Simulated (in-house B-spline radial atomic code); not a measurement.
Orbital energies and mean radii along the 35-electron series, configuration 1s2 2s2 2p6 3s2 3p6 3d10 4s2 4p1/2(2) 4p3/2(3). The effective charge is n√(-2ε), a non-relativistic measure. Computed with a B-spline radial code for spherical atoms: Dirac-Hartree-Fock, jj configuration that fills j = l - 1/2 first, finite nuclei.

```tsv
ion	Z	energy of 4s1/2 (Eh)	mean radius of 4s1/2 (bohr)	energy of 4p3/2 (Eh)	mean radius of 4p3/2 (bohr)	energy of 3d3/2 (Eh)	mean radius of 3d3/2 (bohr)	effective charge of 4s1/2
Br	35	-1.02	1.7096	-0.45117	2.1183	-3.1786	0.58409	5.7133
Kr+	36	-1.5682	1.5608	-0.90896	1.8456	-4.216	0.55021	7.084
Rb2+	37	-2.2055	1.4392	-1.4537	1.6543	-5.4002	0.52026	8.4009
Sr3+	38	-2.9239	1.3378	-2.0781	1.5083	-6.72	0.49358	9.6729
Zr5+	40	-4.589	1.1774	-3.5499	1.2943	-9.7435	0.44802	12.118
Nb6+	41	-5.5314	1.1123	-4.3926	1.2121	-11.441	0.42839	13.304
Mo7+	42	-6.5454	1.0547	-5.3047	1.1412	-13.258	0.41047	14.472
Tc8+	43	-7.6302	1.0033	-6.285	1.0791	-15.195	0.39403	15.626
Ru9+	44	-8.7853	0.95706	-7.3329	1.0242	-17.251	0.3789	16.767
Rh10+	45	-10.01	0.91513	-8.4477	0.97514	-19.423	0.36492	17.898
Pd11+	46	-11.305	0.87691	-9.629	0.93097	-21.713	0.35195	19.02
Ag12+	47	-12.67	0.84189	-10.876	0.89095	-24.119	0.33989	20.135
```

(1) How does the screening of 4s1/2 change?

Answers

(1) Z less the effective charge goes from 29.29 at Z = 35 to 26.86 at Z = 47.
